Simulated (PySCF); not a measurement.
Estimate the missing entries of this data sheet.

Compound: C6H3F3.
Structure used (PBE0-D3(BJ)/def2-SVP), in Å, numbered top down from 1:
```xyz
12
C6H3F3 angstrom
F     -2.4723   -1.2554   -0.4695
C     -1.2931   -0.6536   -0.3443
C     -1.2237    0.7330   -0.3888
C      0.0205    1.3493   -0.2600
C      1.1648    0.5848   -0.0881
F      2.3545    1.1597    0.0377
C      1.0717   -0.8077   -0.0437
F      2.1727   -1.5235    0.1261
C     -0.1573   -1.4384   -0.1724
H     -2.1360    1.3151   -0.5236
H      0.1198    2.4358   -0.2900
H     -0.2240   -2.5262   -0.1383
```

| property | level | value |
| --- | --- | --- |
| point group | PBE0-D3(BJ)/def2-SVP | ? |
| rotational constants A, B, C | PBE0-D3(BJ)/def2-SVP | 3.097, 1.279, 0.905 GHz |
| dipole moment | PBE0/def2-SVPD | ? |
| HOMO energy | PBE0/def2-SVPD | -7.39 eV |
| LUMO energy | PBE0/def2-SVPD | -1.01 eV |
| lowest singlet excitation | TDDFT PBE0/def2-SVPD | ? |
| strongest line among the 10 lowest singlet transitions | TDDFT PBE0/def2-SVPD | ? |
| lowest triplet excitation (Tamm–Dancoff) | TDA PBE0/def2-SVPD | 4.07 eV |
| static isotropic polarisability | PBE0/def2-SVPD | ? |
| vertical ionisation energy | ΔSCF PBE0/def2-SVPD | ? |
| electronic spatial extent ⟨r²⟩ about the centre of nuclear charge | PBE0/def2-SVPD | 1108 bohr² |
| 13C chemical shifts (computed TMS as zero) by class | GIAO PBE0/pcSseg-1 | 165.3 (C2), 158.4 (C7), 154.3 (C5), 123.0 (C4), 115.3 (C3), 110.6 (C9) ppm |
| 1H chemical shifts (computed TMS as zero) by class | GIAO PBE0/pcSseg-1 | 7.20 (H11), 6.96 (H12), 6.88 (H10) ppm |
| isotropic shieldings of nuclei other than C and H, by class | GIAO PBE0/pcSseg-1 | 291 (F1), 311 (F8), 324 (F6) ppm |
| largest of the computed one-bond spin–spin couplings (means over like bonds) | B3LYP/pcJ-1, spin–dipole term left out for some pairs | 19F–13C -319.5 (F8–C7), 19F–13C -315.5 (F1–C2), 19F–13C -312.8 (F6–C5), 13C–1H +174.6 (C3–H10), 13C–1H +173.0 (C9–H12), 13C–1H +172.1 (C4–H11) Hz |

Gas-phase values; electronic properties from PySCF, density fitting. Isolated species at its PBE0-D3(BJ)/def2-SVP geometry, gas phase.

(1) What is the vertical ionisation energy?

(2) The lowest singlet excitation?

(3) Give the static isotropic polarisability.

(4) Give the strongest line among the 10 lowest singlet transitions.

(5) What is the dipole moment?

(6) The point group?

## Answers

(1) 9.39 eV.

(2) 5.28 eV (235 nm, f = 0.033).

(3) 68.3 au.

(4) S4 at 7.06 eV (176 nm, f = 0.541).

(5) 1.42 D.

(6) Cs.

The principal polarisabilities are 41.4, 79.8 and 83.6 au; their mean is the isotropic value. The vertical singlet–triplet gap S1 − T1 is 1.21 eV (TDDFT singlet less Tamm–Dancoff triplet; S1: HOMO→LUMO, weight 0.78; T1: HOMO→LUMO+1, weight 0.52, beside HOMO−1→LUMO, weight 0.44). The rotational constants make it an asymmetric top with κ = (2B − A − C)/(A − C) = -0.66, nearer the prolate limit (−1). With B = h/(8π²I), that is 505.379 GHz u Å² over I, the principal moments of inertia are 163.2, 395.0 and 558.2 u Å² (most abundant isotopes); the inertial defect Ic − Ia − Ib is 0.0 u Å² (zero for a rigid planar frame, negative otherwise).

For the TDDFT job (PBE0/def2-SVPD), the run took 1.8 min on an Arm Neoverse V1 with one thread (shared host).
